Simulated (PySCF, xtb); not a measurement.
neopentane (C5H12), SMILES CC(C)(C)C.

GFN2-xTB (xtb) at its own geometry gives an orbital gap of 14.09 eV and a dipole moment of 0.00 D.

Geometry: r2SCAN-D4/def2-SVP.

Task: What does M06-2X/def2-TZVP (PySCF) give? (Estimate from the structure and the level; the computed values follow.)

Result: gap 11.78 eV (levels -10.23 and 1.55 eV), dipole 0.00 D.
